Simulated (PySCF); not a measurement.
A PySCF script (with the pyscf-properties extension) for the NMR shieldings of SMILES C=C(C)[C@@H]1CCO[Si@H]1F, C6H11FOSi, on a GFN2-xTB geometry:

```python
import basis_set_exchange as bse
import numpy as np
from pyscf import gto, dft
from pyscf.prop import nmr

atoms = """
C    -1.727852   -1.498507   -0.174102
C    -1.331711   -0.244144   -0.024971
C    -2.271538    0.823542    0.452735
C     0.052811    0.255262   -0.297533
C     1.055193   -0.763763   -0.850230
C     2.447541   -0.156125   -0.670987
O     2.501031    0.535740    0.563150
Si    1.054306    0.920949    1.187929
F     0.964589    2.520597    1.362400
H    -1.082484   -2.283214   -0.525415
H    -2.739155   -1.792280    0.050564
H    -1.904815    1.259355    1.381825
H    -2.338109    1.625196   -0.281758
H    -3.266851    0.421884    0.620653
H    -0.035219    1.080090   -1.018074
H     1.002540   -1.676330   -0.255361
H     0.869246   -1.012737   -1.894968
H     2.667116    0.559585   -1.470150
H     3.229191   -0.919789   -0.659789
H     0.849020    0.355367    2.501045
"""
names = dict.fromkeys(["C", "O", "Si", "F", "H"], "pcSseg-1")
basis = {el: gto.basis.parse(bse.get_basis(n, elements=[el], fmt="nwchem")) for el, n in names.items()}
mol = gto.M(atom=atoms, basis=basis, charge=0, verbose=0)
mf = dft.RKS(mol, xc="PBE0")
mf.grids.level = 2
mf.grids.alignment = dft.numint.BLKSIZE   # the property module wants whole blocks of grid points
mf.conv_tol = 1e-9
mf.kernel()

calc = nmr.RKS(mf)   # GIAO
C = mf.mo_coeff
Co = C[:, mf.mo_occ > 0]
resp = mf.gen_response(singlet=True, hermi=2)
def vind(x):   # induced exchange potential for any number of trial vectors
    d = np.einsum("pi,xij,qj->xpq", C, 2 * x.reshape(-1, C.shape[1], Co.shape[1]), Co, optimize=True)
    return np.einsum("xpq,pi,qj->xij", resp(d - d.transpose(0, 2, 1)), C, Co, optimize=True).ravel()
mo1, _ = nmr.rhf.solve_mo1(calc, with_cphf=vind)
sigma = calc.kernel(mo1)
for i, s in enumerate(sigma):   # ppm
    w = np.linalg.eigvalsh((s + s.T) / 2)
    print("%2d %-2s iso %8.1f  s11 %8.1f  s22 %8.1f  s33 %8.1f" % (i, mol.atom_pure_symbol(i), w.mean(), *w))
```

**Question.** What are the results?

**Answer.** 
```
 0 C  iso     75.3  s11    -24.9  s22     95.1  s33    155.6
 1 C  iso     35.9  s11    -83.3  s22     30.1  s33    160.9
 2 C  iso    157.1  s11    137.9  s22    146.4  s33    187.1
 3 C  iso    147.2  s11    133.2  s22    143.9  s33    164.4
 4 C  iso    153.7  s11    129.3  s22    160.8  s33    171.0
 5 C  iso    116.9  s11     82.6  s22    106.6  s33    161.5
 6 O  iso    259.5  s11    184.9  s22    259.0  s33    334.6
 7 Si iso    345.3  s11    313.9  s22    351.1  s33    371.0
 8 F  iso    329.3  s11    263.4  s22    344.3  s33    380.3
 9 H  iso     26.9  s11     24.3  s22     24.4  s33     31.9
10 H  iso     26.6  s11     24.3  s22     25.0  s33     30.7
11 H  iso     29.9  s11     25.7  s22     30.1  s33     34.0
12 H  iso     29.7  s11     26.0  s22     28.3  s33     34.9
13 H  iso     29.7  s11     25.5  s22     28.1  s33     35.5
14 H  iso     29.8  s11     26.3  s22     29.2  s33     33.8
15 H  iso     29.6  s11     24.7  s22     29.7  s33     34.5
16 H  iso     29.8  s11     25.7  s22     27.4  s33     36.3
17 H  iso     27.4  s11     22.5  s22     26.2  s33     33.4
18 H  iso     27.3  s11     22.5  s22     26.3  s33     33.1
19 H  iso     26.9  s11     23.8  s22     24.3  s33     32.7
```

These numbers come from an equivalent density-fitted implementation of the same equations, which agrees with the script to about 0.01 ppm for H and up to a few tenths of a ppm for heavy atoms, so last digits may differ.

**Question.** Turn these shieldings into chemical shifts. Scale: TMS for 13C (186.93 ppm) and 29Si (349.16 ppm) and 1H (31.72 ppm); 17O (336.08 ppm) against H2O; 19F (170.95 ppm) vs CFCl3 (reference shieldings calculated alike).

**Answer.** Averaging equivalent atoms: C 1: 151.0; C 0: 111.6; C 5: 70.0; C 3: 39.7; C 4: 33.2; C 2: 29.8; O 6: 76.6; Si 7: 3.8; F 8: -158.4; H 10: 5.07; H 9: 4.84; H 19: 4.78; H 18: 4.42; H 17: 4.34; H 15: 2.09; H 14: 1.96; H 16: 1.94; H 11/12/13: 1.93 ppm. Unscaled 19F shifts against computed CFCl3 carry errors that often reach 10 to 50 ppm. Experimental scales use liquid or dissolved standards, which lie at an offset from isolated H2O (liquid H2O: subtract about 36 ppm).

Size and cost of the density-fitted run: 215 basis functions, 82 s wall time on 1 thread of an Arm Neoverse V1, shared host; peak memory 1 GiB.
